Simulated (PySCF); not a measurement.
A GIAO shielding run with PySCF (density fitting, non-relativistic, gas phase) on SMILES S(C)/C=C(/[SiH2]F)SC, C4H9FS2Si:

```
$ OMP_NUM_THREADS=1 python probes_run.py task.json out

{"job": {"kind": "nmr", "xc": "PBE0", "basis": "pcSseg-1"}, "charge": 0, "multiplicity": 1}
C      3.243651    -0.049399    -0.438245
S      1.761263     0.507817     0.453896
C      0.562385    -0.509740    -0.297749
C     -0.724262    -0.536831     0.051067
Si    -2.041086    -1.619379    -0.723658
F     -1.319870    -2.382220    -1.951708
S     -1.277531     0.522181     1.391076
C     -1.502519     2.060031     0.443420
H      3.415485    -1.102465    -0.236001
H      4.072653     0.540205    -0.060178
H      3.120101     0.125150    -1.503016
H      0.931581    -1.126771    -1.103679
H     -3.096258    -0.824799    -1.337012
H     -2.503890    -2.660333     0.177415
H     -1.877031     2.799633     1.143199
H     -0.547095     2.378261     0.037388
H     -2.224574     1.890690    -0.350219
```

Hardware: 1 thread of an Arm Neoverse N1, shared host. The job also computes population analyses, field gradients.

Question: How large is the calculation?

Answer: 88 electrons, 202 basis functions and 1118 auxiliary functions.

Question: How long does it take, and how much memory does it need?

Answer: 61 s of wall time, with 14 SCF cycles and 5 response iterations; peak memory 0.85 GiB. Times on a shared host scatter by some tens of per cent.
